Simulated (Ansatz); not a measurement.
Calculated with Ansatz (gas phase, PBE0-D4/def2-TZVP geometries, no zero-point term in ΔE). CCSD(T)/CBS adds triple-zeta CCSD(T) − MP2 to the extrapolated MP2 energy (def2 sets, frozen cores). This one scheme is used for every species, atoms too. Functionals use def2-TZVPP. B3LYP here is the variant with VWN-RPA as its local correlation; programs differ in this. HSE06 is defined as in plane-wave codes. No spin–orbit coupling; open shells (•) take unrestricted orbitals. Spin–orbit coupling would lower the free atoms: a little for C, S, Si. Each species was taken in one conformer, which may not be the lowest.

`C=C[SiH2]S` → 2 C• + 6 H• + S• + Si•  (atomization)

`C=C[SiH2]S`:

```xyz
10

C    -0.850   -0.782   -1.321
C    -0.880   -0.146   -0.152
Si    0.600   -0.065    0.961
S     1.218    1.952    1.329
H     0.045   -1.292   -1.669
H    -1.712   -0.826   -1.980
H    -1.798    0.355    0.149
H     1.684   -0.865    0.333
H     0.307   -0.581    2.322
H     1.384    2.249    0.029
```

```csv
level,ΔE (kJ/mol),difference from CCSD(T)/CBS
LDA (SPW92),4042.0,452.7
PBE-D4,3631.1,41.8
revPBE-D4,3561.4,-27.9
BLYP-D4,3566.8,-22.5
r2SCAN-D4,3596.1,6.8
B97M-V,3609.4,20.1
PBE0-D4,3590.1,0.8
B3LYP-D4,3586.2,-3.1
r2SCANh-D4,3579.6,-9.7
r2SCAN0-D4,3556.4,-32.9
HSE06-D4,3592.4,3.1
BHLYP-D4,3510.4,-78.9
CAM-B3LYP-D4,3590.1,0.8
ωB97X-V,3600.9,11.6
ωB97M-V,3602.2,12.9
B2PLYP,3544.3,-45.0
PBE-QIDH,3565.5,-23.8
PBE,3609.8,20.5
BLYP,3520.2,-69.1
r2SCAN,3590.8,1.5
PBE0,3572.0,-17.3
B3LYP,3551.6,-37.7
r2SCANh,3574.0,-15.3
r2SCAN0,3550.2,-39.1
HSE06,3575.5,-13.8
BHLYP,3483.2,-106.1
CAM-B3LYP,3571.6,-17.7
LC-ωPBE,3549.8,-39.5
HF/def2-SVP,2680.7,-908.6
MP2/def2-SVP,3389.4,-199.9
CCSD(T)/def2-SVP,3380.5,-208.8
HF/def2-TZVPP,2680.5,-908.8
MP2/def2-TZVPP,3524.4,-64.9
SCS-MP2/def2-TZVPP,3525.8,-63.5
CCSD(T)/def2-TZVPP,3497.2,-92.1
HF/def2-QZVPP,2684.9,-904.4
MP2/def2-QZVPP,3578.8,-10.5
SCS-MP2/def2-QZVPP,3586.9,-2.4
HF/CBS(def2),2685.6,-903.7
CCSD/CBS(def2),3539.7,-49.6
CCSD(T)/CBS,3589.3,0
```

Largest T1 diagnostic among the species: 0.012.

At CCSD(T), def2-SVP lies −208.8 kJ/mol from the extrapolated value and def2-TZVPP −92.1 kJ/mol: correlation converges slowly with the basis, and small sets miss more of it in the bonded molecule than in its fragments. From PBE to PBE0 (25 % exact exchange), in def2-TZVPP and without D4, ΔE moves by −37.8 kJ/mol: exact exchange takes away binding that semilocal exchange gives to molecules. In def2-TZVPP, CCSD(T) changes the Hartree–Fock value by +816.7 kJ/mol (the triples alone add +49.6 kJ/mol) and MP2 by +843.9 kJ/mol; breaking electron pairs costs correlation energy, which Hartree–Fock lacks.

For atomizations the MP2-based limit and the directly extrapolated one differ by several kJ/mol either way, and by 10 to 25 for some Ge, Se and Sn compounds, so smaller differences from it don't rank the levels.
